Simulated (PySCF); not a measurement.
# Cost of response and excited-state runs on `InChI=1S/C4H7F2NO/c5-4(6)1-3(7)2-8/h4,7-8H,1-2H2/b7-3+`

Bonds (- single, = double, # triple, : aromatic): N1=C2 1.270 Å, C2-C3 1.506 Å, C3-O4 1.379 Å, C2-C5 1.506 Å, C5-C6 1.515 Å, C6-F7 1.353 Å, C6-F8 1.349 Å. N1 carries H9; C3 carries H10, H11; O4 carries H12; C5 carries H13, H14; C6 carries H15. Stereochemistry as in [H]/N=C(/CO)CC(F)F.

PySCF with density fitting, on 1 thread of an Intel Xeon 6975P-C, shared host. Command: `OMP_NUM_THREADS=1 python excited_run.py task.json out`

Question: How long does this run take, and how much memory?
- first hyperpolarisability, CAM-B3LYP/def2-SVPD; wavelengths [1550, 1064, 694.3] nm

Answer: 
```tsv
run	level	basis functions	wall time	peak memory (GiB)
first hyperpolarisability	CAM-B3LYP/def2-SVPD	225	47 s	0.94
```
Times from a shared host are rough.
